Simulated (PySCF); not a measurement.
Isomers of C4H12O2SSi2, mass 180.010 u with the commonest isotopes. Level of theory: PBE0/pcSseg-1 in PySCF (dipole) on a GFN2-xTB geometry, gas phase. One conformer each, none proved a minimum here; rigid rotors.

Problem. Order these by rotational constant C, smallest first.
A. `[CH3:1][S:2](=[O:3])(=[O:4])[CH:5]1[CH2:6][SiH2:7][SiH2:8][CH2:9]1` with C1–S2–C5–C6 57°, S2–C5–C6–Si7 65°, C5–C6–Si7–Si8 27°, C6–Si7–Si8–C9 -2°, Si7–Si8–C9–C5 -22°
B. `[CH3:1][SiH2:2][CH2:3][S:4][Si@@H:5]([OH:6])[C:7]([CH3:8])=[O:9]` with C1–Si2–C3–S4 65°, Si2–C3–S4–Si5 -172°, C3–S4–Si5–O6 55°, S4–Si5–O6–H 132°, S4–Si5–C7–C8 45°
C. `[CH3:1][CH:2]([CH3:3])[O:4][C:5](=[O:6])[SiH2:7][S:8][SiH3:9]` with C1–C2–O4–C5 -157°, C2–O4–C5–O6 1°, O4–C5–Si7–S8 175°, C5–Si7–S8–Si9 7°
D. `[CH3:1][S:2][C@@H:3]1[CH2:4][CH2:5][O:6][Si@H:7]1[O:8][SiH3:9]` with C1–S2–C3–C4 177°, O6–Si7–O8–Si9 -72°, S2–C3–C4–C5 -159°, C3–C4–C5–O6 35°, C4–C5–O6–Si7 -16°, C5–O6–Si7–O8 -123°
E. `[CH3:1][S:2][C@@H:3]1[CH2:4][CH2:5][O:6][Si@@H:7]1[O:8][SiH3:9]` with C1–S2–C3–C4 176°, O6–Si7–O8–Si9 -67°, S2–C3–C4–C5 -156°, C3–C4–C5–O6 40°, C4–C5–O6–Si7 -28°, C5–O6–Si7–O8 127°
F. `[CH2:1]=[C:2]([Si@@H:3]([OH:4])[CH2:5][SiH3:6])[S@:7]([CH3:8])=[O:9]` with C1–C2–Si3–O4 -163°, C2–Si3–O4–H -1°, C2–Si3–C5–Si6 180°, C1–C2–S7–C8 -103°

Solution. B (392.5 MHz), C (427.3 MHz), F (458.8 MHz), D (489.8 MHz), E (626.0 MHz), A (795.8 MHz).

Problem. Order these by rotational constant A, smallest first.
A. `[CH3:1][CH:2]([CH3:3])[O:4][C:5](=[O:6])[SiH2:7][S:8][SiH3:9]` with C1–C2–O4–C5 -157°, C2–O4–C5–O6 1°, O4–C5–Si7–S8 175°, C5–Si7–S8–Si9 7°
B. `[CH3:1][S:2](=[O:3])(=[O:4])[CH:5]1[CH2:6][SiH2:7][SiH2:8][CH2:9]1` with C1–S2–C5–C6 57°, S2–C5–C6–Si7 65°, C5–C6–Si7–Si8 27°, C6–Si7–Si8–C9 -2°, Si7–Si8–C9–C5 -22°
C. `[CH3:1][S:2][C@@H:3]1[CH2:4][CH2:5][O:6][Si@@H:7]1[O:8][SiH3:9]` with C1–S2–C3–C4 176°, O6–Si7–O8–Si9 -67°, S2–C3–C4–C5 -156°, C3–C4–C5–O6 40°, C4–C5–O6–Si7 -28°, C5–O6–Si7–O8 127°
D. `[CH3:1][SiH2:2][CH2:3][S:4][Si@@H:5]([OH:6])[C:7]([CH3:8])=[O:9]` with C1–Si2–C3–S4 65°, Si2–C3–S4–Si5 -172°, C3–S4–Si5–O6 55°, S4–Si5–O6–H 132°, S4–Si5–C7–C8 45°
E. `[CH3:1][S:2][C@@H:3]1[CH2:4][CH2:5][O:6][Si@H:7]1[O:8][SiH3:9]` with C1–S2–C3–C4 177°, O6–Si7–O8–Si9 -72°, S2–C3–C4–C5 -159°, C3–C4–C5–O6 35°, C4–C5–O6–Si7 -16°, C5–O6–Si7–O8 -123°
F. `[CH3:1][Si@@H:2](/[CH:3]=[CH:4]/[S@@:5]([CH3:6])=[O:7])[O:8][SiH3:9]` with C1–Si2–C3–C4 115°, C3–C4–S5–C6 -111°, C1–Si2–O8–Si9 -113°

Solution. C (1057 MHz), E (1259 MHz), F (1410 MHz), B (1635 MHz), A (1952 MHz), D (2111 MHz).

Problem. Order these by out-of-plane moment Σ m c² = (Ia + Ib − Ic)/2, smallest first.
A. `[CH3:1][SiH2:2][CH2:3][S:4][Si@@H:5]([OH:6])[C:7]([CH3:8])=[O:9]` with C1–Si2–C3–S4 65°, Si2–C3–S4–Si5 -172°, C3–S4–Si5–O6 55°, S4–Si5–O6–H 132°, S4–Si5–C7–C8 45°
B. `[CH3:1][S:2][C@@H:3]1[CH2:4][CH2:5][O:6][Si@@H:7]1[O:8][SiH3:9]` with C1–S2–C3–C4 176°, O6–Si7–O8–Si9 -67°, S2–C3–C4–C5 -156°, C3–C4–C5–O6 40°, C4–C5–O6–Si7 -28°, C5–O6–Si7–O8 127°
C. `[CH3:1][S:2][C@@H:3]1[CH2:4][CH2:5][O:6][Si@H:7]1[O:8][SiH3:9]` with C1–S2–C3–C4 177°, O6–Si7–O8–Si9 -72°, S2–C3–C4–C5 -159°, C3–C4–C5–O6 35°, C4–C5–O6–Si7 -16°, C5–O6–Si7–O8 -123°
D. `[CH3:1][S:2](=[O:3])(=[O:4])[CH:5]1[CH2:6][SiH2:7][SiH2:8][CH2:9]1` with C1–S2–C5–C6 57°, S2–C5–C6–Si7 65°, C5–C6–Si7–Si8 27°, C6–Si7–Si8–C9 -2°, Si7–Si8–C9–C5 -22°
E. `[CH3:1][Si@@H:2](/[CH:3]=[CH:4]/[S@@:5]([CH3:6])=[O:7])[O:8][SiH3:9]` with C1–Si2–C3–C4 115°, C3–C4–S5–C6 -111°, C1–Si2–O8–Si9 -113°
F. `[CH2:1]=[C:2]([Si@@H:3]([OH:4])[CH2:5][SiH3:6])[S@:7]([CH3:8])=[O:9]` with C1–C2–Si3–O4 -163°, C2–Si3–O4–H -1°, C2–Si3–C5–Si6 180°, C1–C2–S7–C8 -103°
G. `[CH3:1][CH:2]([CH3:3])[O:4][C:5](=[O:6])[SiH2:7][S:8][SiH3:9]` with C1–C2–O4–C5 -157°, C2–O4–C5–O6 1°, O4–C5–Si7–S8 175°, C5–Si7–S8–Si9 7°

Solution. C (31.00 u·Å²), G (44.03 u·Å²), E (48.44 u·Å²), F (67.19 u·Å²), A (81.50 u·Å²), B (94.80 u·Å²), D (111.37 u·Å²).

| SMILES | point group | Ia (u·Å²) | Ib (u·Å²) | Ic (u·Å²) | κ | μa (D) | μb (D) | μc (D) |
| --- | --- | --- | --- | --- | --- | --- | --- | --- |
| CS[C@@H]1CCO[Si@H]1O[SiH3] | C1 | 401.46 | 692.24 | 1031.71 | -0.38 | 1.07 | 0.31 | 0.93 |
| CS(=O)(=O)C1C[SiH2][SiH2]C1 | C1 | 309.07 | 548.73 | 635.07 | -0.70 | 0.90 | 2.73 | 2.95 |
| C[SiH2]CS[Si@@H](O)C(C)=O | C1 | 239.36 | 1211.17 | 1287.53 | -0.97 | 0.64 | 0.41 | 0.67 |
| CS[C@@H]1CCO[Si@@H]1O[SiH3] | C1 | 478.01 | 518.88 | 807.29 | 0.61 | 0.41 | 0.86 | 0.32 |
| C[Si@@H](/C=C/[S@@](C)=O)O[SiH3] | C1 | 358.43 | 1029.56 | 1291.10 | -0.80 | 1.77 | 2.62 | 0.15 |
| CC(C)OC(=O)[SiH2]S[SiH3] | C1 | 258.95 | 1011.77 | 1182.66 | -0.91 | 4.21 | 0.11 | 0.21 |
| C=C([Si@@H](O)C[SiH3])[S@](C)=O | C1 | 242.79 | 993.16 | 1101.57 | -0.94 | 1.83 | 4.00 | 1.45 |
